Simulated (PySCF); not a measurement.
## Spinor energies of Pd (palladium, neutral)

Start: [Kr] 4d10. Calculated with PySCF 2.14 in x2c-TZVPall-2c with one added diffuse shell each of s, p, d type (9s10p8d1f, 86 functions): generalised Hartree-Fock with the X2C-1e Hamiltonian and a Gaussian nucleus; one run each with spin-orbit coupling (SO) switched off, then screened by Boettger's factors.

```json
{"spinor shell": "1s1/2", "electrons": "2", "ε, spin-free (eV)": "-24475.0", "ε, screened SO (eV)": "-24473.3", "weight of nominal j (screened SO)": "1.000", "rms radius, screened SO (bohr)": "0.0365"}
{"spinor shell": "2s1/2", "electrons": "2", "ε, spin-free (eV)": "-3656.7", "ε, screened SO (eV)": "-3656.3", "weight of nominal j (screened SO)": "1.000", "rms radius, screened SO (bohr)": "0.150"}
{"spinor shell": "2p1/2", "electrons": "2", "ε, spin-free (eV)": "-3271.5", "ε, screened SO (eV)": "-3381.8", "weight of nominal j (screened SO)": "1.000", "rms radius, screened SO (bohr)": "0.130"}
{"spinor shell": "2p3/2", "electrons": "4", "ε, spin-free (eV)": "-3271.5", "ε, screened SO (eV)": "-3220.5", "weight of nominal j (screened SO)": "1.000", "rms radius, screened SO (bohr)": "0.135"}
{"spinor shell": "3s1/2", "electrons": "2", "ε, spin-free (eV)": "-694.70", "ε, screened SO (eV)": "-694.59", "weight of nominal j (screened SO)": "1.000", "rms radius, screened SO (bohr)": "0.403"}
{"spinor shell": "3p1/2", "electrons": "2", "ε, spin-free (eV)": "-564.86", "ε, screened SO (eV)": "-584.79", "weight of nominal j (screened SO)": "1.000", "rms radius, screened SO (bohr)": "0.399"}
{"spinor shell": "3p3/2", "electrons": "4", "ε, spin-free (eV)": "-564.86", "ε, screened SO (eV)": "-555.61", "weight of nominal j (screened SO)": "1.000", "rms radius, screened SO (bohr)": "0.410"}
{"spinor shell": "3d3/2", "electrons": "4", "ε, spin-free (eV)": "-359.05", "ε, screened SO (eV)": "-362.43", "weight of nominal j (screened SO)": "1.000", "rms radius, screened SO (bohr)": "0.387"}
{"spinor shell": "3d5/2", "electrons": "6", "ε, spin-free (eV)": "-359.05", "ε, screened SO (eV)": "-356.70", "weight of nominal j (screened SO)": "1.000", "rms radius, screened SO (bohr)": "0.390"}
{"spinor shell": "4s1/2", "electrons": "2", "ε, spin-free (eV)": "-104.47", "ε, screened SO (eV)": "-104.46", "weight of nominal j (screened SO)": "1.000", "rms radius, screened SO (bohr)": "1.02"}
{"spinor shell": "4p1/2", "electrons": "2", "ε, spin-free (eV)": "-65.332", "ε, screened SO (eV)": "-68.600", "weight of nominal j (screened SO)": "1.000", "rms radius, screened SO (bohr)": "1.11"}
{"spinor shell": "4p3/2", "electrons": "4", "ε, spin-free (eV)": "-65.332", "ε, screened SO (eV)": "-63.832", "weight of nominal j (screened SO)": "1.000", "rms radius, screened SO (bohr)": "1.14"}
{"spinor shell": "4d3/2", "electrons": "4", "ε, spin-free (eV)": "-8.929", "ε, screened SO (eV)": "-9.285", "weight of nominal j (screened SO)": "1.000", "rms radius, screened SO (bohr)": "1.71"}
{"spinor shell": "4d5/2", "electrons": "6", "ε, spin-free (eV)": "-8.929", "ε, screened SO (eV)": "-8.702", "weight of nominal j (screened SO)": "1.000", "rms radius, screened SO (bohr)": "1.76"}
```

```json
{"quantity": "E (hartree)", "spin-free": "-5042.32333", "screened SO": "-5043.17832"}
{"quantity": "M_J", "spin-free": "0", "screened SO": "0"}
{"quantity": "⟨J²⟩", "spin-free": "0.000", "screened SO": "0.000"}
{"quantity": "⟨L²⟩", "spin-free": "0.000", "screened SO": "0.015"}
{"quantity": "⟨S²⟩", "spin-free": "0.000", "screened SO": "0.015"}
```

Breit and QED terms are absent; they matter most for the inner s and p1/2 levels.

Densities and radii are taken from the X2C orbitals without a picture-change correction, which distorts them close to the nucleus.

Without spin-orbit coupling the j labels of p, d and f shells carry no meaning; the spin-free column gives the mean over the occupied spinors of each nl shell.
